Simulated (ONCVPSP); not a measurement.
An all-electron radial function and its pseudo partner (magnesium (Mg))

Columns: radius, all-electron u(r) and pseudo u(r) of the 2s shell (level -81.66 eV) of magnesium in the configuration [He] 2s2 2p6 3s1 3p1; BLYP, scalar-relativistic, ONCV scheme, ONCVPSP 4.0.1.

```csv
r (bohr),all-electron,pseudo
0.065,-0.5591,0.2264
0.130,-0.3275,0.4431
0.195,0.1089,0.6410
0.260,0.5243,0.8125
0.325,0.8451,0.9520
0.390,1.0604,1.0564
0.455,1.1832,1.1248
0.520,1.2330,1.1584
0.585,1.2294,1.1603
0.650,1.1892,1.1350
0.715,1.1253,1.0879
0.780,1.0475,1.0246
0.845,0.9628,0.9506
0.910,0.8762,0.8707
0.975,0.7910,0.7891
1.040,0.7095,0.7090
1.105,0.6329,0.6328
1.170,0.5621,0.5620
1.235,0.4973,0.4972
1.300,0.4385,0.4384
1.365,0.3855,0.3855
1.430,0.3382,0.3382
1.495,0.2961,0.2960
1.560,0.2587,0.2586
1.625,0.2256,0.2256
1.690,0.1964,0.1964
```

Problem. How many radial nodes do the two functions have?

Solution. The all-electron 2s function has n − l − 1 = 1; the pseudo-wave has 0, since the states of the same l below it are removed with the core.

Problem. At about which radius was the pseudo-wave matched?

Solution. 1.20 bohr. The columns agree to 0.0005 from 1.10 bohr on; several derivatives are matched, so the curves merge somewhat inside the radius.

Problem. Is the pseudo-wave norm-conserving?

Solution. Yes: the ONCV scheme keeps the norm inside the radius equal to the all-electron one, which fixes the energy derivative of the logarithmic derivative at the level.
